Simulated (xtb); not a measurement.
C₂H₆ClSn, SMILES [CH3][Sn+]([CH3])[Cl], charge +1. All values are semi-empirical tight-binding results from xtb (GFN2-xTB unless named), good for trends rather than for accurate numbers. Geometry optimised at GFN2-xTB. The multiplicity is an assumed one; other spin states were not compared. The isomer is the one that the SMILES or the coordinates give; other isomers of the formula were not compared.

A frequency run showed that this geometry is not a minimum.

For metal compounds this method's bond lengths and energies can be far off.

```json
{
  "orbital_gap": "2.73 eV"
}
```
